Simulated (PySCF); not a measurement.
PySCF input (BP86/def2-SVP):

```python
from pyscf import gto, dft

mol = gto.M(
    atom='''
    Ge   -0.00564895    0.00110658    0.44929983
    F     0.70485134    1.19282022   -0.79296222
    F    -0.68476618   -1.19675475   -0.80454829
    ''',
    basis='def2-svp',
    charge=-1,
    spin=1,
    verbose=4,
)

mf = dft.UKS(mol, xc='bp86')
mf.grids.level = 3
mf.conv_tol = 1e-9
mf.max_cycle = 100
mf.max_memory = 1500
mf.kernel()
if not mf.converged:
    mf = mf.newton()
    mf.kernel(mf.make_rdm1())
mo, _, stable, _ = mf.stability(return_status=True)
if not stable:
    mf.kernel(mf.make_rdm1(mo, mf.mo_occ))
    stable = mf.stability(return_status=True)[2]
mf.dip_moment()
```

**Question.** Predict the final energy.

**Answer.** -2276.61587 Eh.
